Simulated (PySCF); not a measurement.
**Dipole response of As²⁷⁺ (arsenic, charge +27)**

[He] 2s2 2p2, high-spin 3P determinant. Calculation: PySCF 2.14, in an uncontracted even-tempered set (19 s from 7.6 bohr⁻², ratio 2.2; 12 p from 9.8 bohr⁻², ratio 2.2; 6 d from 40 bohr⁻², ratio 2.4; 5 f from 60 bohr⁻², ratio 2.4; 4 g from 91 bohr⁻², ratio 2.4); scalar relativity by spin-free X2C-1e. Coupled (time-dependent) response in atomic units; α is the mean over directions.

| method | mean α (bohr³) | α xx, yy, zz | C₆ (like pair) | S(−4) |
| --- | --- | --- | --- | --- |
| UHF | 0.004817 | 0.006009, 0.004222, 0.004222 | 0.0001245 | 0.0001587 |
| PBE0 | 0.004700 | 0.005944, 0.004078, 0.004078 | 0.0001204 | 0.0001496 |

S(−4) is the Cauchy moment in α(ω) = α(0) + S(−4) ω² + …

Spin-orbit coupling is absent.

α(iu) at PBE0:

| u (hartree) | α(iu) (bohr³) |
| --- | --- |
| 0 | 0.004700 |
| 0.700 | 0.004628 |
| 1.40 | 0.004427 |
| 2.80 | 0.003790 |
| 4.20 | 0.003095 |
| 5.60 | 0.002507 |
| 7.00 | 0.002056 |
| 10.5 | 0.001377 |
| 14.0 | 0.001044 |
| 21.0 | 0.0007489 |
| 35.0 | 0.0005413 |

A single London oscillator, α(iu) = α/(1 + u²/ω²), gives C₆ = (3/4) ω α². Matching the computed C₆ needs ω = 4 × 0.0001204 / (3 × 0.004700²) = 7.27 hartree.

For an ion, C₆ is the dispersion term alone; charge-induced terms of lower order in 1/R come first.

The components differ because the open shell of this determinant is not spherical; for a pure term their mean is the scalar polarisability.

Spin-orbit coupling is strong in this species (close to jj coupling), so the high-spin LS determinant is a model state, not a physical level.
